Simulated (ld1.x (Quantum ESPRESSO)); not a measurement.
What one change does to a pseudopotential (copper (Cu), TM semilocal)

* Element: copper (Cu)
* Generator: ld1.x (Quantum ESPRESSO) 7.5
* Type: norm-conserving Troullier–Martins (semilocal form)
* Functional: PBE
* Relativity: scalar-relativistic
* Frozen core: [Ne]
* Valence charge: 19
* Reference configuration: 3s2 3p6 3d10 4s1 4p0
* Partial waves: 3s (bound): rc 0.75 bohr; 3p (bound): rc 0.85 bohr; 3d (bound): rc 0.75 bohr
* Local potential: the d channel
* Core correction: none

Occupied shells without a wave of their own: 4s. They enter only through the test configuration that unscreens the potential.

Change: all radii scaled by about 0.74 (s 0.56, p 0.62, d 0.56 bohr).

Cutoffs: the cutoffs (Ry, on a coarse ladder) from which the occupation-weighted sum of valence levels, in a spherical-Bessel basis at the reference potential, stays within 10 and 1 mRy of its value at 400 Ry; they do not see the model core or the augmentation charge, which bear on the density cutoff. Errors are all-electron minus pseudo energies relative to the spin-unpolarised reference configuration.

What does the change do?

Of the 7 tests that both files solve, the error grows in 2 and shrinks in 3 by more than 15 % and 0.3 meV (median size 76.6 → 77.1 meV); neither file shows a bound ghost. A semilocal file is local in each channel, so a ghost entry of none says nothing of the separable form that plane-wave codes build from it.

```csv
quantity,base,changed
"cutoffs, loose and tight","over 300 Ry, over 300 Ry",not determined
bound ghosts,none,none
"largest miss of a reference level, eV",0.06,0.05
"error for 3s2 3p6 3d10 4s0 4p0, meV [ΔE 8.15 eV]",-76,-66
"error for 3s2 3p6 3d9 4s0 4p0, meV [ΔE 29.48 eV]",-122,-92
"error for 3s2 3p6 3d8 4s0 4p0, meV [ΔE 68.50 eV]",-181,-119
"error for 3s2 3p6 3d9 4s1 4p0, meV [ΔE 11.58 eV]",+1.2,+13
"error for 3s2 3p6 3d9 4s2 4p0, meV [ΔE 1.97 eV]",+77,+77
"error for 3s2 3p6 3d7 4s0 4p0, meV [ΔE 128.21 eV]",-246,-143
"error for 3s2 3p6 3d9 4s1 4p1, meV [ΔE 6.81 eV]",+14,+21
```

Base: The 4s level has no wave, so the channel is fitted at the deeper level alone: the likely source of the large errors.
